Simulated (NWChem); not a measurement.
# BH3O; SMILES BO

Results from NWChem. All runs use the structure optimised with PBE0-D3(BJ)/def2-TZVP. LC-ωPBE (HJS hole) with def2-SVP; x = 1 − exp(−ω/0.25 bohr⁻¹) is a scale chosen for this fit.

```csv
row,x,−ε(HOMO) (eV)
ω = 0.15,0.451,9.34
ω = 0.25,0.632,withheld
ω = 0.30,0.699,10.90
ω = 0.50,0.865,12.12
ω = 0.60,0.909,12.50
```

**Question.** Fit a straight line of the last column on the one before it, predict the withheld value, and compare with the run.

**Answer.** 
1. Means of the 4 shown rows: x = 0.7310, y = 11.215. Slope Σ(x − x̄)(y − ȳ)/Σ(x − x̄)² = 0.8851/0.1291 = 6.858; intercept 6.202.
2. The shown rows scatter about the line by 0.062 (root mean square); the largest residual is -0.10, at ω = 0.30.
3. At x = 0.632 (ω = 0.25; inside the shown range) the line gives 10.54.
4. The run gives 10.45, -0.09 from the line, 1.4 times the scatter.
